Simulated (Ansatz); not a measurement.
SiEt(OAc)3 (C₈H₁₄O₆Si). Charge 0, multiplicity 3. Geometry PBE-D4/def2-SVP, that of the neutral singlet; atoms count from 1.

| atom | x (Å) | y (Å) | z (Å) |
| --- | --- | --- | --- |
| Si1 | 0.1584 | -0.3008 | 0.1289 |
| C2 | 1.2856 | -1.4444 | 1.0583 |
| C3 | 0.9626 | -1.5611 | 2.5560 |
| H4 | 2.3139 | -1.0573 | 0.8905 |
| H5 | 1.2225 | -2.4314 | 0.5539 |
| H6 | 1.6844 | -2.2278 | 3.0695 |
| H7 | 1.0025 | -0.5735 | 3.0599 |
| H8 | -0.0506 | -1.9814 | 2.7246 |
| O9 | -1.5134 | -0.6066 | 0.3543 |
| C10 | -2.0200 | -1.8314 | 0.0365 |
| C11 | -3.5124 | -1.8915 | 0.2335 |
| O12 | -1.3195 | -2.7436 | -0.3618 |
| H13 | -3.8803 | -2.9116 | 0.0293 |
| H14 | -4.0022 | -1.1682 | -0.4492 |
| H15 | -3.7731 | -1.5835 | 1.2652 |
| O16 | 0.3388 | -0.2896 | -1.5683 |
| C17 | 1.4523 | 0.2990 | -2.0881 |
| C18 | 1.3389 | 0.5122 | -3.5709 |
| O19 | 2.3936 | 0.6261 | -1.3865 |
| H20 | 2.3110 | 0.8269 | -3.9874 |
| H21 | 0.5843 | 1.3082 | -3.7384 |
| H22 | 0.9680 | -0.4026 | -4.0716 |
| O23 | 0.3243 | 1.2447 | 0.8196 |
| C24 | 0.0829 | 2.4419 | 0.2062 |
| C25 | 0.4224 | 3.5956 | 1.1155 |
| O26 | -0.3362 | 2.5356 | -0.9289 |
| H27 | 0.1402 | 4.5492 | 0.6372 |
| H28 | 1.5124 | 3.5857 | 1.3215 |
| H29 | -0.0914 | 3.4811 | 2.0906 |

At PBE0-D4/def2-SVP a singlet of charge 0 lies 5.05 eV below the triplet at the same geometry.

Problem. Estimate the Mulliken populations from the PBE0/def2-SVP orbitals of Ansatz.

Solution. 
```json
{"atom": "Si1", "charge (e)": "1.01", "spin (α − β)": "0.03"}
{"atom": "C2", "charge (e)": "-0.35", "spin (α − β)": "0.00"}
{"atom": "C3", "charge (e)": "-0.10", "spin (α − β)": "0.00"}
{"atom": "H4", "charge (e)": "0.10", "spin (α − β)": "0.00"}
{"atom": "H5", "charge (e)": "0.10", "spin (α − β)": "0.00"}
{"atom": "H6", "charge (e)": "0.06", "spin (α − β)": "0.00"}
{"atom": "H7", "charge (e)": "0.06", "spin (α − β)": "0.00"}
{"atom": "H8", "charge (e)": "0.05", "spin (α − β)": "0.00"}
{"atom": "O9", "charge (e)": "-0.45", "spin (α − β)": "0.00"}
{"atom": "C10", "charge (e)": "0.22", "spin (α − β)": "0.00"}
{"atom": "C11", "charge (e)": "-0.06", "spin (α − β)": "0.00"}
{"atom": "O12", "charge (e)": "-0.26", "spin (α − β)": "0.00"}
{"atom": "H13", "charge (e)": "0.07", "spin (α − β)": "0.00"}
{"atom": "H14", "charge (e)": "0.09", "spin (α − β)": "0.00"}
{"atom": "H15", "charge (e)": "0.08", "spin (α − β)": "0.00"}
{"atom": "O16", "charge (e)": "-0.45", "spin (α − β)": "0.01"}
{"atom": "C17", "charge (e)": "0.20", "spin (α − β)": "0.00"}
{"atom": "C18", "charge (e)": "-0.06", "spin (α − β)": "0.00"}
{"atom": "O19", "charge (e)": "-0.26", "spin (α − β)": "0.00"}
{"atom": "H20", "charge (e)": "0.07", "spin (α − β)": "0.00"}
{"atom": "H21", "charge (e)": "0.09", "spin (α − β)": "0.00"}
{"atom": "H22", "charge (e)": "0.08", "spin (α − β)": "0.00"}
{"atom": "O23", "charge (e)": "-0.44", "spin (α − β)": "0.11"}
{"atom": "C24", "charge (e)": "0.04", "spin (α − β)": "0.73"}
{"atom": "C25", "charge (e)": "-0.02", "spin (α − β)": "0.01"}
{"atom": "O26", "charge (e)": "-0.05", "spin (α − β)": "0.98"}
{"atom": "H27", "charge (e)": "0.06", "spin (α − β)": "0.00"}
{"atom": "H28", "charge (e)": "0.07", "spin (α − β)": "0.06"}
{"atom": "H29", "charge (e)": "0.06", "spin (α − β)": "0.05"}
```
Mulliken values and Mayer orders depend strongly on the basis.

Problem. Where does the spin sit?

Solution. Summed by element: Si 0.03, C 0.75, H 0.12, O 1.10, of 2 unpaired in all. Largest on single atoms: O26 0.98, C24 0.73, O23 0.11.

Problem. And the Mayer bond orders between bonded heavy atoms (over 0.3)?

Solution. Si1–C2 1.01 (1.86 Å); Si1–O9 0.91 (1.71 Å); Si1–O16 0.92 (1.71 Å); Si1–O23 1.01 (1.70 Å); C2–C3 1.06 (1.54 Å); O9–C10 1.09 (1.36 Å); C10–C11 1.03 (1.51 Å); C10–O12 2.02 (1.22 Å); O16–C17 1.07 (1.36 Å); C17–C18 1.04 (1.50 Å); C17–O19 2.01 (1.22 Å); O23–C24 1.00 (1.37 Å); C24–C25 1.05 (1.51 Å); C24–O26 1.36 (1.21 Å).
